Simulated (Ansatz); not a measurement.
Basis-set extrapolation for CH5AlOSi (PBE0-D4/def2-TZVP geometry, frozen core, Ansatz). Multiplicity 1, RHF reference.

```tsv
	def2-TZVPP	def2-QZVPP
HF	-646.470622	-646.491771
MP2 correlation	-0.611154	-0.656147
CCSD(T) correlation	-0.676734	not run
```

Energies in hartree. Use E(X) = E(∞) + A·exp(−7.88·√X) for Hartree–Fock and E(X) = E(∞) + B·X^(−2.97) for correlation, with X = 3 and 4, and add CCSD(T) minus MP2 of the smaller set to the MP2 limit.

**Question.** What is the CCSD(T) energy at the basis-set limit?

**Answer.** HF limit: -646.491771 + (-0.021149) × 0.13774 = -646.49468. MP2 limit: -0.656147 + (-0.044993) × 0.74074 = -0.68948. Higher-order term: -0.676734 − (-0.611154) = -0.06558. Total: -647.24974 hartree, 268.8 kJ/mol below CCSD(T)/def2-TZVPP.
